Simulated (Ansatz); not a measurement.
Energy profile

The step: BHF₂ ([F][BH][F]) + H₂S → BHSF₂ ([F][B]([F])[SH]) + H₂; bonds formed: B1–S6, H2–H5; bonds broken: B1–H2, H5–S6 (atoms numbered as in the saddle structure below).

```xyz
7
angstrom
B -0.2914 -0.5703 -0.0278
H 1.0043 -0.8734 0.1439
F -0.5763 -0.6680 -1.3332
F -1.0038 -1.2574 0.8739
H 0.8768 0.1464 0.4303
S -0.1788 1.3994 0.5698
H 0.1693 1.8231 -0.6568
```

Electronic energies by CCSD(T) at an estimated basis limit (MP2 extrapolated from triple and quadruple zeta, plus CCSD(T) − MP2 in triple zeta), on PBE0-D4/def2-TZVP structures; BH$_{3}$SF$_{2}$, closed shell; no counterpoise correction. Ansatz 0.2.0; basis: def2-TZVPP and def2-QZVPP; cores frozen in the correlated methods. Extrapolation: Hartree–Fock as exp(−7.88 √X), correlation as X^−2.97.

Question: Give the profile in kJ/mol, counted from the separated reactants. (To be estimated.)

Answer: The calculation gives:
```csv
point,kJ/mol
"separated: BHF$_{2}$ (linked as [F][BH][F]; B1, H2, F3, F4; singlet) + H$_{2}$S (H5, S6, H7; singlet)",0.0
start structure,-9.4
saddle,136.6
end structure,-38.7
"separated: BHSF$_{2}$ (linked as [F][B]([F])[SH]; B1, F3, F4, S6, H7; singlet) + H$_{2}$ (H2, H5; singlet)",-36.0
```

T1 diagnostic: at most 0.014. The start structure is not quite a true minimum (one mode of 33i cm⁻¹).

For scale, one of the runs: CCSD(T)/def2-TZVPP, 177 basis functions, launched by `ansatz run in.yaml --threads 2 --pin off --events-out ev --progress --plain --max-ram 4352MiB`. Time: 56 s of wall clock on 2 CPU threads of an AMD EPYC 7R43; the host was shared. Peak host memory: 1.7 GiB.
